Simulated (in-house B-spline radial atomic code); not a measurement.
# RPA and G0W0 on BHandHLYP: Pb⁻

Configuration [Xe] 4f14 5d10 6s2 6p3, highest spin, mean-field start BHandHLYP. Computed with a B-spline radial code for spherical atoms: all electrons, scalar-relativistic (spin-free one-electron X2C), finite nucleus, each spin shell either full or empty, empty states to l = 9 with an (l + 1/2)⁻⁴ tail; G0W0 by contour deformation at full frequency.

The anion's configuration is assumed.

Without the two-electron picture change, the correlation of inner shells comes somewhat too large for so heavy an element.

Spin-orbit coupling, left out, splits p levels strongly here.

Command:
```bash
python run_gw.py task.json out
```
Settings (radii: box in bohr, nucleus in fm):
```
Z                        82
electrons                83
configuration            [Xe] 4f14 5d10 6s2 6p3
hamiltonian              x2c
method                   bhandhlyp
lmax                     9
rms_radius               5.5012
spin_polarised           True
box_radius               60
intervals                73
```

Run time, properties included: 12 s on 1 thread of Arm Neoverse V2, on a shared host.

Energies (hartree):

```csv
term,value
mean-field total,-20885.99886
Hartree-Fock functional on these orbitals,-20880.16178
direct second order,-8.0686
second-order exchange,2.0081
SOSEX correction,1.8933
```

Problem. What is the RPA correlation energy, and what remains with SOSEX?

Solution. RPA gives -7.1117 hartree (-2.33 eV per electron); RPA + SOSEX gives -5.2184, and the second-order doubles -6.0605 hartree (no singles). SOSEX takes back 27 % of the RPA value.

Quasi-particle levels (eV):

```json
{"level": "6p up", "occupied": "yes", "mean field": "-0.149", "Σx - vxc": "-1.22", "Σc": "?", "QP weight": "?", "G0W0": "?"}
```

G0W0 = mean field + (Σx - vxc) + Σc, with Σc (partial-wave tail included) taken at the quasi-particle energy. Only the outer levels were computed. Levels of low weight are left out.

Problem. Where does G0W0 put 6p up?

Solution. At -1.263 eV, with Σc = 0.11 eV and a quasi-particle weight of 0.640. The tabulated removal energy is 0.357 eV (electron affinity of the neutral atom); the calculation leaves out spin-orbit coupling, Breit and QED terms, and what these don't explain is the method's own error.
